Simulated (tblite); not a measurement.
C₄H₇B.
Cartesian coordinates in Å at the GFN2-xTB level; atoms count from 1:
```
atom  x, y, z in Å
B1     1.999   -0.902    0.386
C2     1.271    0.444    0.539
C3    -0.007    0.738    0.210
C4    -0.967   -0.169   -0.365
C5    -2.213    0.191   -0.666
H6     1.478   -1.850   -0.058
H7     3.117   -0.981    0.725
H8     1.834    1.271    0.962
H9    -0.385    1.743    0.378
H10   -0.635   -1.180   -0.550
H11   -2.571    1.194   -0.491
H12   -2.919   -0.499   -1.095
```

All values are computed: GFN2-xTB (tblite) harmonic vibrations without scaling, gas phase. This tight-binding method is rough: wavenumbers can miss measured ones by several per cent, in bad cases by 10 to 20. Modes of hydrogen on boron can be 10 to 20 % off. One conformer, not necessarily the lowest. The optimisation stopped once no atom felt more than 0.01 eV/Å.

Lowest wavenumbers of the output (negative numbers stand for imaginary wavenumbers):
```
mode    cm-1
  1     -37.9
  2     119.7
  3     223.4
  4     278.3
  5     375.3
  6     559.6
  7     586.8
  8     785.1
  9     851.4
 10     864.5
```

**Question.** Is this structure a minimum?

**Answer.** Not by this Hessian. 1 mode is imaginary beyond 20i (38i cm⁻¹), so at this level the point lies at or near a first-order saddle. The curvature is small, so loose convergence or finite differences may be the whole cause.

**Question.** Which atoms move in the imaginary mode?

**Answer.** 38i: H7 (B–H hydrogen) 48 %, H6 (B–H hydrogen) 44 %. These are shares of the mass-weighted motion.

**Question.** What is the remedy?

**Answer.** Step along that mode in both directions, optimise again with tighter thresholds and repeat the frequencies. The zero-point energy of this point (58.6 kcal/mol) counts the 29 real modes alone, and thermal corrections from it aren't those of a minimum.

The run took 0.16 s of wall time on one thread, Arm Neoverse V2 (aarch64), shared host with 32 logical CPUs at a one-minute load of 25. The figure is for the frequency step alone.
